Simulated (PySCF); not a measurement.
All of these have the formula C5H13NSi. Computed with PySCF 2.14.0, density-fitted response routines, TDDFT wB97X-D/def2-SVPD, vertical, gas phase, core orbitals frozen in the response. Geometries: GFN2-xTB; one conformer of each isolated species. Triplets are in the Tamm–Dancoff approximation.

A. `C/C=C\[Si@@H](C)NC`
B. `N[SiH2]C1CCCC1`
C. `CN(C)[C@@H]1CC[SiH2]1`

Lowest singlet levels (six at most, fewer where fewer were computed) with oscillator strengths:

1. 6.55 eV (f 0.022); 7.54 eV (f 0.015); 7.94 eV (f 0.024); 8.08 eV (f 0.028); 8.21 eV (f 0.028); 8.30 eV (f 0.025); T1 6.30 eV
2. 5.74 eV (f 0.030); 6.56 eV (f 0.017); 6.87 eV (f 0.004); 7.00 eV (f 0.024); 7.08 eV (f 0.018); 7.13 eV (f 0.024); T1 5.60 eV
3. 5.70 eV (f 0.005); 6.44 eV (f 0.001); 6.69 eV (f 0.219); 6.85 eV (f 0.121); 7.27 eV (f 0.017); 7.39 eV (f 0.027); T1 4.29 eV

**Question.** Which spectrum belongs to which structure?

**Answer.** 1 = B, 2 = C, 3 = A.
- A: S1 at 5.70 eV, HOMO→LUMO (90%); Löwdin shares by element: HOMO nitrogen 56%, carbon 11% or more, silicon 9%, hydrogen 6% or more (atoms not listed hold the other 18%); LUMO carbon 58% or more, silicon 13% (atoms not listed hold the other 30%); HOMO -8.43 and LUMO 1.53 eV.
- B: S1 at 6.55 eV, HOMO→LUMO (91%); Löwdin shares by element: HOMO nitrogen 57%, hydrogen 15% or more, silicon 14%; LUMO silicon 32%, hydrogen 24% or more, nitrogen 12% (atoms not listed hold the other 32%); HOMO -9.16 and LUMO 2.11 eV.
- C: S1 at 5.74 eV, HOMO→LUMO (86%); Löwdin shares by element: HOMO nitrogen 54%, carbon 24% or more (atoms not listed hold the other 22%); LUMO silicon 30%, hydrogen 20% or more, carbon 10% or more (atoms not listed hold the other 40%); HOMO -7.94 and LUMO 1.87 eV.
A and C have S1 within 0.05 eV of each other; their strongest listed levels stand at 6.69 eV (f 0.219) and 5.74 eV (f 0.030).
